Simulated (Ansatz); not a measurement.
Na₂Pb₃⁺. Charge 1, multiplicity 2. Geometry PBE0-D4/def2-SVP, basis def2-TZVP, Ansatz.

```tsv
atom	x (Å)	y (Å)	z (Å)
Na1	-2.0966	-1.5156	-0.9992
Na2	1.8139	1.3840	1.5765
Pb3	0.6188	0.2882	-1.2642
Pb4	1.0766	-1.9242	0.5319
Pb5	-1.4127	1.7676	0.1550
```

```tsv
run	HOMO (eV)	LUMO (eV)
A	-7.48	-6.44
B	-7.19	-6.55
C	-7.91	-5.97
D	-8.18	-5.94
E	-8.83	-5.15
F	-6.99	-6.50
```

In the def2 sets Pb takes a core potential; there is no spin–orbit coupling. Another isomer (doublet) lies 0.44 eV lower at PBE0-D4/def2-TZVP; other spin states weren't run for this one.

HOMO and LUMO are taken over both spins.

The runs used BLYP, CAM-B3LYP, PBE, PBE0, r2SCAN, r2SCAN0. Estimate which is which.

A r2SCAN (0 % exact exchange); B PBE (0 % exact exchange); C PBE0 (25 % exact exchange); D r2SCAN0 (25 % exact exchange); E CAM-B3LYP (range-separated); F BLYP (0 % exact exchange). Exact exchange lowers occupied and raises empty levels; among semilocal functionals meta-GGAs tend to open the gap a little, and such runs are hard to tell apart. The gap grows from 0.48 eV (BLYP) to 3.67 eV (CAM-B3LYP). At r2SCAN-D4/def2-TZVP, r2SCAN0-D4/def2-TZVP, CAM-B3LYP-D4/def2-TZVP the charge 1 doublet is spin-contaminated (final ⟨S²⟩ up to 0.95, 0.75 for a pure state).
